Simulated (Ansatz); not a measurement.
Coupled-cluster diagnostics for Be₃O₃⁺, Ansatz.

Geometry of the doublet (PBE0-D4/def2-SVP):

Cartesian coordinates in Å:
```
Be 0.201 0.094 -0.016
Be -2.392 -0.535 -0.311
Be 2.929 0.233 0.748
O 1.576 0.145 0.386
O -0.969 -0.471 -0.980
O -1.344 0.534 0.174
```

Correlated methods freeze 3 core orbitals. The structure holds 1 bond(s) between oxygen atoms. Another isomer (doublet) lies 4.15 eV lower at PBE0-D4/def2-TZVP; other spin states weren't run for this one.

Task: Estimate the CCSD(T) correlation energy, the shares of MP2 and (T), T1 and the reference's ⟨S²⟩ for: charge 1, doublet, own geometry in def2-TZVPP; and the rough time on 4 threads of Arm Neoverse V2 on a shared host.

Result: 
```tsv
state	basis	correlation (eV)	MP2 share (%)	(T) share (%)	T1	⟨S²⟩ (pure)	wall time	remarks
charge 1, doublet, own geometry	def2-TZVPP	-24.815	92.1	3.7	0.042	1.05 (0.75)	2 min	spin-contaminated
```
Customary marks for T1 are 0.02 (closed shells), 0.045 (open shells) and about 0.05 (3d metals). T1 exceeds 0.02 in 1 of 1 rows and 0.045 in 0; the higher it lies, the less the single-reference result can be trusted.
